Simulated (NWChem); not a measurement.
# BeSiH₄; SMILES [BeH][SiH3]

All runs: NWChem. Pople sets run with spherical d functions. Coordinates come from a PBE0/def2-SVP optimisation. Static field.

For level B3LYP/6-31+G*:

| Property | Value |
|---|---|
| anisotropy (bohr³) | 12.2 |

Question: What are these values for level LC-BLYP (range parameter 0.33 per bohr)/6-31+G*?

Answer: 
| Item | Value |
|---|---|
| anisotropy (bohr³) | 11.1 |
